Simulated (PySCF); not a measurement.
C₂H₃AlFNO₂.

```xyz
10

Al     0.6078     0.5349     0.0000
F      2.2377     0.8086     0.0000
N      0.0273    -1.1291     0.0000
C     -0.3347    -2.2764     0.0000
O     -0.6938    -3.3907     0.0000
O     -0.4239     1.8530     0.0000
C     -1.7916     2.1495     0.0000
H     -2.0540     2.7466     0.8909
H     -2.0540     2.7466    -0.8909
H     -2.4250     1.2427     0.0000
```
Charge 0, spin multiplicity 1.

Geometry: B3LYP-D3(BJ)/def2-SVP. Other conformers were not sampled.

Level of theory: B3LYP/pcSseg-1 run with PySCF. Non-relativistic, no solvent.

Task: Give the absolute GIAO shielding of each atom: isotropic value and principal components (ppm). (The exact figures need the calculation; the answer reports its results.)

Result: 
| atom | σ(iso) | σ11 | σ22 | σ33 | span |
|---|---|---|---|---|---|
| Al1 | 494.5 | 426.5 | 503.1 | 553.8 | 127.3 |
| F2 | 369.3 | 312.3 | 339.1 | 456.5 | 144.2 |
| N3 | 226.8 | 164.2 | 168.1 | 347.9 | 183.7 |
| C4 | 52.4 | -64.2 | -62.7 | 284.0 | 348.2 |
| O5 | 195.8 | 84.3 | 100.1 | 403.0 | 318.6 |
| O6 | 321.1 | 250.1 | 344.7 | 368.4 | 118.3 |
| C7 | 123.5 | 94.2 | 99.0 | 177.3 | 83.1 |
| H8 | 27.4 | 23.4 | 25.0 | 33.9 | 10.5 |
| H9 | 27.4 | 23.4 | 25.0 | 33.9 | 10.5 |
| H10 | 27.4 | 22.8 | 26.2 | 33.1 | 10.3 |
